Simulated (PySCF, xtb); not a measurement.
SiH₂FCl, SMILES F[SiH2]Cl.

Harmonic wavenumbers (cm⁻¹) from GFN2-xTB run with xtb at its own minimum, in rising order: 192, 508, 529, 578, 721, 760, 826, 2367, 2394.

Problem. What does B3LYP-D3(BJ)/def2-TZVP in PySCF give at its own minimum? (An estimate is asked for; the answer gives what the named calculation found.)

Solution. 246, 551, 644, 734, 879, 925, 976, 2282, 2295. Paired by order, the mean absolute difference is 114 cm⁻¹ and the zero-point energies are 12.7 and 13.6 kcal/mol.
